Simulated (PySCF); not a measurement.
PySCF input file for SnI₂, SMILES [I][Sn][I] (connectivity only; charge and spin as stated), neutral, multiplicity 1, ωB97X-D3(BJ)/def2-SVP. 

```python
import numpy as np
from pyscf import gto, scf, dft
from pyscf.geomopt import geometric_solver

mol = gto.M(
    atom='''
    Sn   -0.00000000   -0.00000000    1.15463828
    I    -0.00000000    2.14303271   -0.54464070
    I     0.00000000   -2.14303271   -0.54464070
    ''',
    basis='def2-SVP',
    ecp={'I': 'def2-svp', 'Sn': 'def2-svp'},
    charge=0,
    spin=0,
    max_memory=1600,
    verbose=3,
)
mf = dft.RKS(mol, xc='wb97x-d3bj').density_fit(auxbasis='def2-universal-jkfit')
mf.grids.level = 3
mf.conv_tol = 1e-9
mf.max_cycle = 100
mf.kernel()
grad = mf.nuc_grad_method()
grad.grid_response = mol.nao <= 150
conv, mol_eq = geometric_solver.kernel(grad, convergence_set='GAU_TIGHT', maxsteps=100)
print(mol_eq.tostring(format='xyz'))
mf.reset(mol_eq)
mf.kernel()
```

It prints:

```
converged SCF energy = -810.067170003991
[banner and settings of the optimiser left out]
Geometry optimization cycle 1
Cartesian coordinates (Angstrom)
 Atom        New coordinates             dX        dY        dZ
  Sn   0.000000   0.000000   1.154638    0.000000  0.000000 -0.000000
   I   0.000000   2.143033  -0.544641    0.000000  0.000000  0.000000
   I   0.000000  -2.143033  -0.544641    0.000000  0.000000  0.000000

WARN: Mole.unit (angstrom) is changed to Bohr

converged SCF energy = -810.067170003993
--------------- DFRKS_Scanner gradients ---------------
         x                y                z
0 Sn    -0.0000000000     0.0000000003     0.0094607263
1 I     0.0000000000     0.0092633759    -0.0047303626
2 I     0.0000000000    -0.0092633737    -0.0047303620
----------------------------------------------
cycle 1: E = -810.067170004  dE = -810.067  norm(grad) = 0.0174894
Step    0 : Gradient = 1.010e-02/1.040e-02 (rms/max) Energy = -810.0671700040
Hessian Eigenvalues: 5.00000e-02 5.00000e-02 5.00000e-02 ... 5.81846e-02 5.81846e-02 2.50000e-01

Geometry optimization cycle 2
Cartesian coordinates (Angstrom)
 Atom        New coordinates             dX        dY        dZ
  Sn   0.000000  -0.000000   1.145208    0.000000 -0.000000 -0.009431
   I   0.000000   2.035132  -0.539925    0.000000 -0.107901  0.004715
   I  -0.000000  -2.035132  -0.539925   -0.000000  0.107901  0.004715
converged SCF energy = -810.067686685291
--------------- DFRKS_Scanner gradients ---------------
         x                y                z
0 Sn    -0.0000000000     0.0000000020    -0.0146545085
1 I    -0.0000000000    -0.0073677309     0.0073272559
2 I     0.0000000000     0.0073677299     0.0073272532
----------------------------------------------
cycle 2: E = -810.067686685  dE = -0.000516681  norm(grad) = 0.0207533
Step    1 : Displace = 8.835e-02/1.080e-01 (rms/max) Trust = 1.000e-01 (=) Grad = 1.198e-02/1.465e-02 (rms/max) E (change) = -810.0676866853 (-5.167e-04) Quality = 0.257
Hessian Eigenvalues: 5.00000e-02 5.00000e-02 5.00000e-02 ... 5.81846e-02 1.17721e-01 2.28834e-01

Geometry optimization cycle 3
Cartesian coordinates (Angstrom)
 Atom        New coordinates             dX        dY        dZ
  Sn   0.000000  -0.000000   1.173192    0.000000 -0.000000  0.027985
   I   0.000000   2.058864  -0.553918    0.000000  0.023733 -0.013992
   I  -0.000000  -2.058864  -0.553918   -0.000000 -0.023733 -0.013992
converged SCF energy = -810.068550893035
--------------- DFRKS_Scanner gradients ---------------
         x                y                z
0 Sn    -0.0000000000    -0.0000000010    -0.0002716811
1 I     0.0000000000     0.0007814030     0.0001358372
2 I     0.0000000000    -0.0007814052     0.0001358372
----------------------------------------------
cycle 3: E = -810.068550893  dE = -0.000864208  norm(grad) = 0.00115408
Step    2 : Displace = 2.770e-02/2.798e-02 (rms/max) Trust = 1.000e-01 (=) Grad = 6.663e-04/7.931e-04 (rms/max) E (change) = -810.0685508930 (-8.642e-04) Quality = 0.947
Hessian Eigenvalues: 5.00000e-02 5.00000e-02 5.00000e-02 ... 5.81846e-02 1.27406e-01 2.16975e-01

Geometry optimization cycle 4
Cartesian coordinates (Angstrom)
 Atom        New coordinates             dX        dY        dZ
  Sn   0.000000  -0.000000   1.182064    0.000000  0.000000  0.008872
   I   0.000000   2.045362  -0.558354    0.000000 -0.013502 -0.004436
   I  -0.000000  -2.045362  -0.558354    0.000000  0.013502 -0.004436
converged SCF energy = -810.068580413707
--------------- DFRKS_Scanner gradients ---------------
         x                y                z
0 Sn     0.0000000000     0.0000000001    -0.0001431747
1 I     0.0000000000     0.0001807114     0.0000715879
2 I    -0.0000000000    -0.0001807168     0.0000715852
----------------------------------------------
cycle 4: E = -810.068580414  dE = -2.95207e-05  norm(grad) = 0.000309941
Step    3 : Displace = 1.268e-02/1.421e-02 (rms/max) Trust = 1.414e-01 (+) Grad = 1.789e-04/1.944e-04 (rms/max) E (change) = -810.0685804137 (-2.952e-05) Quality = 1.267
Hessian Eigenvalues: 5.00000e-02 5.00000e-02 5.00000e-02 ... 5.81846e-02 1.27617e-01 1.56951e-01

Geometry optimization cycle 5
Cartesian coordinates (Angstrom)
 Atom        New coordinates             dX        dY        dZ
  Sn   0.000000   0.000000   1.185681   -0.000000  0.000000  0.003617
   I   0.000000   2.040245  -0.560162   -0.000000 -0.005118 -0.001808
   I  -0.000000  -2.040244  -0.560162    0.000000  0.005118 -0.001808
converged SCF energy = -810.068582699309
--------------- DFRKS_Scanner gradients ---------------
         x                y                z
0 Sn    -0.0000000000    -0.0000000059    -0.0000068872
1 I     0.0000000000    -0.0000108521     0.0000034392
2 I    -0.0000000000     0.0000108587     0.0000034446
----------------------------------------------
cycle 5: E = -810.068582699  dE = -2.2856e-06  norm(grad) = 1.75159e-05
Step    4 : Displace = 4.899e-03/5.428e-03 (rms/max) Trust = 2.000e-01 (+) Grad = 1.011e-05/1.139e-05 (rms/max) E (change) = -810.0685826993 (-2.286e-06) Quality = 0.922
Hessian Eigenvalues: 5.00000e-02 5.00000e-02 5.00000e-02 ... 5.81846e-02 1.28055e-01 1.60821e-01

Geometry optimization cycle 6
Cartesian coordinates (Angstrom)
 Atom        New coordinates             dX        dY        dZ
  Sn   0.000000   0.000000   1.185605   -0.000000  0.000000 -0.000076
   I  -0.000000   2.040397  -0.560124   -0.000000  0.000153  0.000038
   I   0.000000  -2.040397  -0.560124    0.000000 -0.000153  0.000038
converged SCF energy = -810.068582705021
--------------- DFRKS_Scanner gradients ---------------
         x                y                z
0 Sn     0.0000000000     0.0000000040    -0.0000013875
1 I    -0.0000000000    -0.0000000723     0.0000006956
2 I    -0.0000000000     0.0000000718     0.0000006930
----------------------------------------------
cycle 6: E = -810.068582705  dE = -5.71197e-09  norm(grad) = 1.70283e-06
Step    5 : Displace = 1.357e-04/1.573e-04 (rms/max) Trust = 2.828e-01 (+) Grad = 9.831e-07/1.387e-06 (rms/max) E (change) = -810.0685827050 (-5.712e-09) Quality = 2.388
Hessian Eigenvalues: 5.00000e-02 5.00000e-02 5.00000e-02 ... 5.81846e-02 1.21702e-01 1.78292e-01

Geometry optimization cycle 7
Cartesian coordinates (Angstrom)
 Atom        New coordinates             dX        dY        dZ
  Sn   0.000000   0.000000   1.185615    0.000000 -0.000000  0.000010
   I  -0.000000   2.040387  -0.560129    0.000000 -0.000010 -0.000005
   I   0.000000  -2.040387  -0.560129    0.000000  0.000010 -0.000005
converged SCF energy = -810.068582704705
--------------- DFRKS_Scanner gradients ---------------
         x                y                z
0 Sn    -0.0000000000    -0.0000000001     0.0000003463
1 I     0.0000000000    -0.0000000854    -0.0000001731
2 I     0.0000000000     0.0000000842    -0.0000001725
----------------------------------------------
cycle 7: E = -810.068582705  dE = 3.16049e-10  norm(grad) = 4.40538e-07
Step    6 : Displace = 1.115e-05/1.151e-05 (rms/max) Trust = 3.000e-01 (+) Grad = 2.543e-07/3.463e-07 (rms/max) E (change) = -810.0685827047 (+3.160e-10) Quality = -16.604
Hessian Eigenvalues: 5.00000e-02 5.00000e-02 5.00000e-02 ... 5.81846e-02 1.21702e-01 1.78292e-01
Converged! =D

3
XYZ from PySCF
Sn          0.00000000        0.00000004        1.18561548
I          -0.00000000        2.04038698       -0.56012919
I           0.00000000       -2.04038693       -0.56012914
converged SCF energy = -810.068582704704
```

Self-consistency was reached.
